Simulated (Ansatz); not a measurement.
Consider the formal exchange of groups at a Ga–C bond: `C[CH](F)[GaH][NH2]` + `C#CO[SiH3]` → `[NH2][GaH][O][SiH3]` + `C#CC(C)F`.

Computed with Ansatz on PBE0-D4/def2-TZVP structures; ΔE is electronic, products minus reactants. CCSD(T)/CBS adds triple-zeta CCSD(T) − MP2 to the extrapolated MP2 energy (def2 sets, frozen cores). DFT in def2-TZVPP. B3LYP here is the variant with VWN-RPA as its local correlation; programs differ in this. For Ga outer-core shells are correlated without core-valence functions, which leaves a few kJ/mol of doubt a bond. Scalar relativity is left out up to krypton. Each species was taken in one conformer, which may not be the lowest.

```
             level  ΔE (kJ/mol)  difference from CCSD(T)/CBS
         r2SCAN-D4       -174.4                          8.4
          B3LYP-D4       -170.5                         12.3
            B2PLYP       -181.9                          0.9
            r2SCAN       -174.6                          8.2
             B3LYP       -171.7                         11.1
    MP2/def2-TZVPP       -193.2                        -10.4
CCSD(T)/def2-TZVPP       -186.7                         -3.9
     HF/def2-QZVPP       -201.1                        -18.3
     MP2/CBS(def2)       -189.3                         -6.5
    CCSD/CBS(def2)       -184.8                         -2.0
       CCSD(T)/CBS       -182.8                            0
```

Largest T1 diagnostic among the species: 0.013.

From PBE to PBE0 (25 % exact exchange), in def2-TZVPP and without D4, ΔE moves by −9.8 kJ/mol. In def2-TZVPP, CCSD(T) changes the Hartree–Fock value by +13.0 kJ/mol (the triples alone add +1.9 kJ/mol) and MP2 by +6.5 kJ/mol.
